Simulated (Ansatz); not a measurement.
Isomers of C2H6AlNO, relaxed with PBE0-D4/def2-TZVP in Ansatz; electronic energies, one conformer each and not always the lowest. Functionals use def2-TZVPP; CBS adds triple-zeta CCSD(T) − MP2 to the MP2 limit of def2-TZVPP and def2-QZVPP.

(1) Order them by energy at frozen-core CCSD(T)/CBS, lowest first. (Best estimate.)
A. `C/C(O)=[N]\[AlH2]`
B. `C[O][Al]1[CH2][NH]1`
C. `[NH2][Al]1[CH2]C[O]1`

(2) How do HF/CBS(def2), B3LYP, r2SCAN-D4, PBE0-D4 place them (kcal/mol, against `[NH2][Al]1[CH2]C[O]1`)? (An estimate is asked.)

Answers

(1) C (0.0 kcal/mol), A (31.2 kcal/mol), B (44.1 kcal/mol).

(2) Ansatz gave: 
```tsv
isomer	HF/CBS(def2)	B3LYP	r2SCAN-D4	PBE0-D4
`C/C(O)=[N]\[AlH2]`	22.2	25.9	28.6	29.3
`C[O][Al]1[CH2][NH]1`	42.3	41.9	44.3	44.5
```

B3LYP here is the variant with VWN-RPA as its local correlation; programs differ in this.
